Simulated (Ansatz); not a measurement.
Total energies of TCNQ, `N#CC(C#N)=c1ccc(=C(C#N)C#N)cc1` from Ansatz at PBE-D4/def2-SVP, gas phase (1 Eh = 27.2114 eV = 2625.5 kJ/mol). The reference geometry is relaxed at PBE-D4/def2-SVP.

Cartesian coordinates in Å:
```
N -3.147 -2.258 2.734
C -2.212 -1.549 2.647
C -1.079 -0.690 2.529
C -0.514 -0.195 3.741
N -0.040 0.219 4.735
C -0.543 -0.347 1.272
C -1.127 -0.857 0.053
C -0.606 -0.523 -1.169
C 0.543 0.347 -1.272
C 1.079 0.690 -2.529
C 2.213 1.548 -2.647
N 3.148 2.256 -2.733
C 0.515 0.194 -3.741
N 0.042 -0.221 -4.735
C 1.126 0.858 -0.053
C 0.605 0.524 1.169
H -2.002 -1.521 0.122
H -1.057 -0.916 -2.092
H 2.001 1.522 -0.122
H 1.056 0.918 2.092
```

```json
{"state": "charge 0 singlet", "geometry": "reference", "energy (Eh)": "-677.30660"}
{"state": "charge 1 doublet", "geometry": "reference", "energy (Eh)": "-676.97854"}
{"state": "charge -1 doublet", "geometry": "reference", "energy (Eh)": "-677.43104"}
{"state": "charge -1 doublet", "geometry": "relaxed at PBE-D4/def2-SVP", "energy (Eh)": "-677.43407"}
{"state": "free N atom (quartet)", "geometry": "–", "energy (Eh)": "-54.46658"}
{"state": "free C atom (triplet)", "geometry": "–", "energy (Eh)": "-37.75124"}
{"state": "free H atom (doublet)", "geometry": "–", "energy (Eh)": "-0.49863"}
```

Work out the vertical ionisation energy to the doublet.

E(charge 1 doublet) − E(charge 0 singlet) = -676.97854 − (-677.30660) = 0.32806 Eh = 8.93 eV. For comparison, −ε of the highest occupied level is 6.84 eV at this level, 2.09 eV less.

Work out the vertical electron affinity, to the doublet.

E(charge 0 singlet) − E(charge -1 doublet) = -677.30660 − (-677.43104) = 0.12444 Eh = 3.39 eV. The basis lacks diffuse functions, which makes affinities too small.

Give the fundamental gap IE − EA, the Mulliken electronegativity (IE + EA)/2 and the hardness (IE − EA)/2.

From the values in Eh: IE − EA = 0.32806 − 0.12444 = 0.20362 Eh = 5.54 eV; (IE + EA)/2 = 6.16 eV; (IE − EA)/2 = 2.77 eV. The HOMO–LUMO gap of the same run is 1.39 eV, 4.15 eV smaller than the fundamental gap.

How much does the charge -1 doublet relax, and what is the adiabatic electron affinity?

Relaxation: -677.43104 − (-677.43407) = 0.00303 Eh = 0.08 eV. Adiabatic electron affinity: 0.12747 Eh = 3.47 eV, without zero-point energy. 

What is the binding energy per atom against free atoms?

Atoms: 4 × (-54.46658) + 12 × (-37.75124) + 4 × (-0.49863) = -672.87572 Eh. Binding: -672.87572 − (-677.30660) = 4.43088 Eh = 120.57 eV, or 6.03 eV for each of 20 atoms (no zero-point energy, no counterpoise term).
